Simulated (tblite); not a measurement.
Run record: tight-binding relaxation, `C[S][Al]([CH]1CC1)[N](C)C`.

Computed with GFN2-xTB geometry optimisation, gas phase (tblite 0.8.0). Start geometry: from a force field or distance geometry. A driver script takes a list of jobs; this job's settings line and coordinates (Å) are shown.

Command:
```bash
OMP_NUM_THREADS=1 python probes_run.py task.json out
```

Input:
```
{"job": {"kind": "relax", "xc": "GFN2-xTB", "basis": "xTB"}, "charge": 0, "multiplicity": 1}
C     -2.895100    -2.275800     0.300600
S     -1.504800    -2.179100    -0.851400
Al    -0.144600    -0.394800    -0.376800
C     -1.016900     1.381400    -0.407200
C     -1.299900     2.102400     0.918800
C     -0.300700     2.642000    -0.104200
N      1.651500    -0.782400    -0.065100
C      2.425000     0.181700     0.649200
C      2.322100    -1.539800    -1.071800
H     -2.596900    -2.262100     1.366500
H     -3.512400    -3.203500     0.084100
H     -3.558700    -1.408900     0.035300
H     -1.919600     1.456100    -1.068700
H     -2.261000     2.680800     0.954900
H     -0.954800     1.665900     1.847400
H      0.743900     2.688500     0.242400
H     -0.716400     3.523700    -0.667900
H      1.857800     0.846000     1.303200
H      3.106200    -0.403100     1.329300
H      3.093900     0.716200    -0.063900
H      3.381000    -1.761200    -0.848500
H      2.264600    -1.107200    -2.097800
H      1.831100    -2.539600    -1.125100
```

Output:
```
step      E/eV     max force
  0    -739.60020    2.682
  1    -739.95655    0.828
  2    -740.07111    0.556
  3    -740.13032    0.562
  4    -740.17635    0.461
  5    -740.20331    0.385
  6    -740.22199    0.274
  7    -740.23343    0.242
  8    -740.24219    0.178
  9    -740.24940    0.191
... (145 lines left out)
155    -740.55812    0.017
156    -740.55822    0.026
157    -740.55832    0.030
158    -740.55842    0.021
159    -740.55849    0.019
160    -740.55854    0.020
161    -740.55858    0.016
162    -740.55863    0.014
163    -740.55865    0.012
164    -740.55866    0.007
```

«max force» is the largest atomic force in eV/Å.

Q: From which step on does the largest force stay under 0.1 eV/Å, and how much energy is left to gain from there?

A: From step 126 (0.054 eV/Å), 5.5 meV above the end.

In short: energy lowered by 22.1 kcal/mol over 164 steps; largest atomic force 0.007 eV/Å at the end.

Q: Estimate the wall time. Hardware: an Intel Xeon 6975P-C with one thread, no GPU, shared host.

A: About 1.6 s.
Labels such as C1 count atoms from 1, the log's own numbers from 0.
